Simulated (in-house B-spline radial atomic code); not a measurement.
## Ionising V II (V+) with different functionals

Computed with a B-spline radial code for spherical atoms: four-component Dirac-Coulomb Hamiltonian, Fermi nucleus of rms radius 3.6002 fm, spin-restricted, spherical fractional occupations for the functionals, and exact exchange of hybrids averaged over the configuration. The ionisation energy is the difference of two self-consistent energies, [Ar] 3d4 → [Ar] 3d3, without Breit or QED terms; ε is the level of the shell that loses the electron (mean over j). The electron is taken from both j subshells in proportion to 2j + 1, so the result is a j average, not the step between ground levels.

```json
{"method": "PBE0", "rung": "global hybrid", "ΔSCF (eV)": "14.46", "-ε(3d) (eV)": "10.54"}
{"method": "wB97X", "rung": "range-separated hybrid", "ΔSCF (eV)": "14.41", "-ε(3d) (eV)": "13.16"}
{"method": "HSE06", "rung": "range-separated hybrid", "ΔSCF (eV)": "14.47", "-ε(3d) (eV)": "10.14"}
{"method": "LC-wPBE", "rung": "range-separated hybrid", "ΔSCF (eV)": "14.55", "-ε(3d) (eV)": "13.35"}
```

(1) Among the functionals, which spreads more, the ΔSCF values or the orbital energies?

(2) How do they compare with the NIST value?

Results:

(1) The orbital energies: ΔSCF values span about 0.13 eV and the orbital energies 3.21 eV; here energy differences depend much less on the functional than eigenvalues do.

(2) NIST lists 14.63 eV ± 0.007 (measured, ground level to ground level). Errors run from -0.22 to -0.08 eV; LC-wPBE is closest (-0.08 eV), but part of that can be cancellation, since the calculations leave out Breit-QED terms, spin polarisation, the choice among j levels, multiplet and fine-structure energies.
